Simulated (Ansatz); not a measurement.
AlSi6. Charge 0, multiplicity 2. Geometry B3LYP-D4/def2-SVP.

```xyz
7

Al    0.773   -0.263   -1.819
Si   -1.442   -0.026   -2.862
Si   -1.479    0.159   -0.680
Si    0.166    0.234    3.147
Si    2.695   -0.418   -0.330
Si   -1.502    0.348    1.570
Si    0.788   -0.034    0.974
```

Another isomer (doublet) lies 1.37 eV lower at PBE0-D4/def2-TZVP; other spin states weren't run for this one.

(1) Estimate the α-spin orbital energies around the gap (eV) in Ansatz with PBE-D4/def2-TZVP, revPBE-D4/def2-TZVP, r2SCAN-D4/def2-TZVP, r2SCANh-D4/def2-TZVP, ωB97X-V/def2-TZVP.

Results:

(1) 
```csv
orbital,PBE-D4/def2-TZVP,revPBE-D4/def2-TZVP,r2SCAN-D4/def2-TZVP,r2SCANh-D4/def2-TZVP,ωB97X-V/def2-TZVP
HOMO−9,-9.57,-9.52,-9.92,-10.38,-13.33
HOMO−8,-8.45,-8.40,-8.75,-9.17,-12.01
HOMO−7,-8.10,-8.05,-8.31,-8.71,-11.34
HOMO−6,-7.04,-7.01,-7.39,-7.75,-10.26
HOMO−5,-6.67,-6.63,-6.92,-7.23,-9.49
HOMO−4,-6.51,-6.46,-6.73,-7.04,-9.29
HOMO−3,-5.82,-5.78,-6.01,-6.29,-8.46
HOMO−2,-5.59,-5.54,-5.74,-6.02,-8.10
HOMO−1,-5.48,-5.44,-5.73,-6.00,-7.93
HOMO,-5.38,-5.35,-5.67,-5.92,-7.84
LUMO,-3.61,-3.56,-3.64,-3.42,-1.42
LUMO+1,-3.60,-3.55,-3.59,-3.38,-1.33
LUMO+2,-2.66,-2.61,-2.62,-2.37,-0.18
LUMO+3,-2.42,-2.37,-2.31,-2.07,0.09
LUMO+4,-2.34,-2.27,-2.18,-1.94,0.16
LUMO+5,-1.82,-1.76,-1.70,-1.45,0.69
β HOMO,-5.43,-5.40,-5.65,-5.90,-7.87
β LUMO,-4.62,-4.54,-4.49,-4.21,-2.13
```
